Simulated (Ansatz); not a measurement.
Species: CH4OSi, SMILES `C=[SiH]O` (C–Si–O–H torsion 0°) (charge 0, multiplicity 1).

Question: Give a relaxed geometry from B3LYP-D3(BJ)/def2-TZVP (Ansatz, a program for electronic structure).

Answer: One answer among several that fit: the end point of this relaxation, one of several conformers (outside a Z-matrix the atoms follow the SMILES, hydrogens last).
Z-matrix (Å, degrees):
```
Si
O 1 1.6380
H 2 0.9618 1 118.33
C 1 1.6914 2 127.51 3 -0.01
H 4 1.0814 1 124.97 2 0.00
H 4 1.0828 5 115.92 1 -180.00
H 1 1.4657 2 107.07 3 179.99
```
